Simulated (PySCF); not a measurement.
**Structure elucidation problem**

Molecular formula: C4H8F3NSi. Simulated spectra:

$^{1}$H NMR (400 MHz, computed): δ 6.49 (m, 1H), 6.06 (m, 1H), 4.69 (s, 3H), 3.74 (d, 2H), -0.31 (br s, 1H).

$^{13}$C{$^{1}$H} NMR (computed): δ 164.8 (C), 126.2 (CH), 119.3 (CH), 42.4 (CH2).

Rapidly exchanging positions averaged, one computed conformer, no relativistic terms, in vacuum. Geometry: GFN2-xTB; GIAO PBE0/pcSseg-1 shieldings; PySCF 2.14.0 with density-fitted response routines.

Referencing at the same level of theory: $^{1}$H and $^{13}$C against TMS.

**Question.** Deduce the structure.

**Answer.** 
1. The formula gives 1 degree of unsaturation (no ring in the answer).
2. 4 carbon signals for 4 carbons: no two carbons are equivalent.
3. Carbon types of the structure: 1 × C, 2 × CH, 1 × CH2, leaving 4 H on heteroatoms.
4. δC 164.8: fully substituted alkene carbon; as expected for a trigonal carbon in a double bond.
5. δC 126.2: alkene CH; as expected for a trigonal carbon in a double bond.
6. δC 119.3: allylic sp3 CH bonded to 2 F; 2 electronegative neighbours deshield it.
7. δC 42.4: allylic sp3 CH2 bonded to N; pulled downfield by the heteroatom.
8. δH 6.06: hydrogen on an alkene CH; olefinic region.
9. δH 3.74: hydrogen on an allylic sp3 CH2 bonded to N; its carbon carries N, an electronegative neighbour.
10. δH -0.31: hydrogen on a nitrogen bonded to C, Si; exchangeable; this is the value without hydrogen bonding to other molecules.

These data were computed for SMILES F/C(=C/CN[SiH3])C(F)F.

The shifts were computed for this structure.

OH/NH shifts are gas-phase values; hydrogen bonding in solution moves them, usually downfield. Splittings by $^{19}$F in the carbon and heteronuclear signals aren't shown, as no couplings were computed. Shifts are as computed. Against solution values, carbons near 30 ppm lie about +3 ppm off and those near 130 ppm about +5 ppm. Of 1211 compounds with measured shifts, 218 miss one by over three times the rms of a fit or turn the order of signals round; such compounds aren't used in these exercises. Multiplicities follow the n + 1 count of equivalent neighbours, as no J values were calculated; m marks all less simple cases, F and P coupling included.
